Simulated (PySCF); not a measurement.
C₆H₁₁ (SMILES [CH]1CCCCC1), doublet, at a GFN2-xTB geometry, with bond 11-3 at 1.3 times its length; DF-SVWN5/6-31G** in PySCF.

Input for PySCF:
```python
from pyscf import gto, scf, dft

mol = gto.M(
    atom='''
C     0.19478157   -1.25324961    0.66510359
C     1.29355223   -0.65266075   -0.11539714
C     1.20459504    0.89197226   -0.14572493
C    -0.24522720    1.38706484   -0.06610315
C    -1.22077647    0.33666712   -0.59021356
C    -1.19894589   -0.87088281    0.34556464
H     0.38770307   -1.97963011    1.43349995
H     2.26421590   -0.96103143    0.27476890
H     1.23693489   -1.00504949   -1.15640594
H     1.76993495    1.29982118    0.69345874
H     1.81469743    1.36056776   -1.33821194
H    -0.35038401    2.31576577   -0.62985473
H    -0.50361772    1.60067580    0.97347952
H    -2.22943140    0.75097965   -0.64284780
H    -0.92966226    0.03724000   -1.59851942
H    -1.74394039   -1.71069273   -0.11367362
H    -1.74353349   -0.63397547    1.26974055
''',
    basis='6-31g**',
    spin=1,
    verbose=4,
)

mf = dft.UKS(mol)
mf.xc = 'lda,vwn'
mf.level_shift = 0.5
mf.max_cycle = 100
mf = mf.density_fit(auxbasis='def2-universal-jkfit')
mf.kernel()
```

Output, abridged:

```
PySCF version 2.14.0

[INPUT] verbose = 4
[INPUT] num. atoms = 17
[INPUT] num. electrons = 47
[INPUT] charge = 0
[INPUT] spin (= nelec alpha-beta = 2S) = 1
[INPUT] symmetry False subgroup None
[INPUT] Mole.unit = angstrom
[INPUT] Symbol           X                Y                Z      unit          X                Y                Z       unit  Magmom
[...]
nuclear repulsion = 245.842149954381
number of shells = 69
number of NR pGTOs = 239
number of NR cGTOs = 139
basis = 6-31g**
ecp = {}

******** <class 'pyscf.df.df_jk.DFUKS'> ********
method = DFUKS
initial guess = minao
damping factor = 0
level_shift factor = 0.5
DIIS = <class 'pyscf.scf.diis.CDIIS'>
diis_start_cycle = 1
diis_space = 8
diis_damp = 0
SCF conv_tol = 1e-09
SCF conv_tol_grad = None
SCF max_cycles = 100
direct_scf = False
number electrons alpha = 24  beta = 23
XC library pyscf.dft.libxc version 7.1.2
    S. Lehtola, C. Steigemann, M. J. T. Oliveira, and M. A. L. Marques,  SoftwareX 7, 1–5 (2018)
XC functionals = lda,vwn
    P. A. M. Dirac,  Math. Proc. Cambridge Philos. Soc. 26, 376 (1930)
    F. Bloch,  Z. Phys. 57, 545 (1929)
    S. H. Vosko, L. Wilk, and M. Nusair,  Can. J. Phys. 58, 1200 (1980)
radial grids:
    Treutler-Ahlrichs [JCP 102, 346 (1995); DOI:10.1063/1.469408] (M4) radial grids

becke partition: Becke, JCP 88, 2547 (1988); DOI:10.1063/1.454033
pruning grids: <function nwchem_prune>
grids dens level: 3
symmetrized grids: False
atomic radii adjust function: <function treutler_atomic_radii_adjust>
small_rho_cutoff = 0
Set gradient conv threshold to 3.16228e-05
tot grids = 192600
init E= -233.173308760708

cycle= 1 E= -232.916539003253  delta_E= 0.257  |g|= 0.172  |ddm|= 2.53
cycle= 2 E= -232.936565607506  delta_E= -0.02  |g|= 0.0683  |ddm|= 0.231
cycle= 3 E= -232.939859185793  delta_E= -0.00329  |g|= 0.0231  |ddm|= 0.0923
cycle= 4 E= -232.940373002412  delta_E= -0.000514  |g|= 0.0093  |ddm|= 0.0411
cycle= 5 E= -232.940486698504  delta_E= -0.000114  |g|= 0.00494  |ddm|= 0.0209
cycle= 6 E= -232.94052137806  delta_E= -3.47e-05  |g|= 0.00244  |ddm|= 0.0112
cycle= 7 E= -232.940532388065  delta_E= -1.1e-05  |g|= 0.00151  |ddm|= 0.00636
cycle= 8 E= -232.94053675124  delta_E= -4.36e-06  |g|= 0.000985  |ddm|= 0.0038
cycle= 9 E= -232.940538603744  delta_E= -1.85e-06  |g|= 0.000661  |ddm|= 0.00235
cycle= 10 E= -232.940539441435  delta_E= -8.38e-07  |g|= 0.000437  |ddm|= 0.00147
cycle= 11 E= -232.940539819808  delta_E= -3.78e-07  |g|= 0.000311  |ddm|= 0.000958
cycle= 12 E= -232.940539999617  delta_E= -1.8e-07  |g|= 0.000229  |ddm|= 0.000627
cycle= 13 E= -232.940540090725  delta_E= -9.11e-08  |g|= 0.000157  |ddm|= 0.000418
cycle= 14 E= -232.940540134385  delta_E= -4.37e-08  |g|= 0.000114  |ddm|= 0.000284
cycle= 15 E= -232.940540156332  delta_E= -2.19e-08  |g|= 8.22e-05  |ddm|= 0.000194
cycle= 16 E= -232.940540167428  delta_E= -1.11e-08  |g|= 5.83e-05  |ddm|= 0.000134
cycle= 17 E= -232.94054017298  delta_E= -5.55e-09  |g|= 4.19e-05  |ddm|= 9.29e-05
cycle= 18 E= -232.940540175789  delta_E= -2.81e-09  |g|= 3.02e-05  |ddm|= 6.47e-05
cycle= 19 E= -232.940540177222  delta_E= -1.43e-09  |g|= 2.15e-05  |ddm|= 4.54e-05
cycle= 20 E= -232.940540177947  delta_E= -7.25e-10  |g|= 1.54e-05  |ddm|= 3.21e-05
Extra cycle  E= -232.940540178405  delta_E= -4.59e-10  |g|= 2.27e-05  |ddm|= 8.76e-05
converged SCF energy = -232.940540178405  <S^2> = 0.75216226  2S+1 = 2.0021611
```
